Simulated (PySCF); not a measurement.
Bonds: C1-C2, C2-N3, C2-C4, C4-C5, C5-S6, S6-Si7. C1 carries H8, H9, H10; N3 carries H11; C4 carries H12, H13; C5 carries H14, H15; Si7 carries H16, H17, H18.

- GFN2-xTB geometry
- shieldings: GIAO PBE0/pcSseg-1
- program: PySCF 2.14
- rapidly exchanging positions averaged, single conformer, gas phase, non-relativistic Hamiltonian

Scale: ¹³C and ¹H and ²⁹Si against TMS; NH3 for ¹⁵N; ³³S against CS2 (reference shieldings calculated alike).

```
      atoms  nucleus  count  δ (ppm)
    H12/H13       ¹H      2        ?
         C2      ¹³C      1    180.5
         C1      ¹³C      1     28.8
         S6      ³³S      1     -165
    H14/H15       ¹H      2        ?
  H8/H9/H10       ¹H      3     2.06
H16/H17/H18       ¹H      3     4.58
        Si7     ²⁹Si      1        ?
        H11       ¹H      1    10.27
         C4      ¹³C      1        ?
         N3      ¹⁵N      1    349.5
         C5      ¹³C      1     35.9
```

**Question.** Fill in the missing shifts.

**Answer.** 
- C4: 50.1 ppm, carbon bonded to 2 C, 2 H
- H14/H15: 2.59 ppm, hydrogen on a carbon bonded to C, S
- H12/H13: 2.23 ppm, hydrogen on a carbon bonded to 2 C
- Si7: -53.5 ppm, silicon bonded to S, 3 H

Exchangeable OH/NH protons stand at their gas-phase positions; hydrogen bonding in a real sample shifts them, mostly to higher δ. Shifts are as computed. Against solution values, carbons near 30 ppm lie about +3 ppm off and those near 130 ppm about +5 ppm. Of 1211 compounds with measured shifts, 218 miss one by over three times the rms of a fit or turn the order of signals round; such compounds aren't used in these exercises. Experimental scales use liquid or dissolved standards, which lie at an offset from isolated NH3 (liquid NH3: subtract about 20 ppm). Unscaled 15N shifts of sp2 nitrogen come out 20 to 40 ppm too high even then.
